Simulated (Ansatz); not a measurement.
Consider the isomerisation: `FCOBO[SiH3]` → `B[Si](O)(F)OC`.

Calculated with Ansatz (gas phase, PBE0-D4/def2-TZVP geometries, no zero-point term in ΔE). CCSD(T)/CBS is the MP2 limit (def2-TZVPP, def2-QZVPP) plus CCSD(T) − MP2 in def2-TZVPP, frozen cores. One conformer a species, not always the lowest.

```tsv
species	MP2/def2-TZVPP energy (Eh)
`FCOBO[SiH3]`	-605.53506
`B[Si](O)(F)OC`	-605.54048
```

Task: Work out ΔE.

Result: ΔE = (-605.54048) − (-605.53506) = -0.00542 Eh = -14.2 kJ/mol. CCSD(T)/CBS gives -18.7 kJ/mol.

Largest T1 diagnostic among the species: 0.013.

From PBE to PBE0 (25 % exact exchange), in def2-TZVPP and without D4, ΔE moves by −5.0 kJ/mol. The D4 term adds −4.3 kJ/mol with B3LYP and −2.2 kJ/mol with PBE0; it sums over pairs of atoms, weighted by their polarisabilities, and B3LYP, whose exchange is more repulsive, gets the larger term.

B3LYP here is the variant with VWN-RPA as its local correlation; programs differ in this.
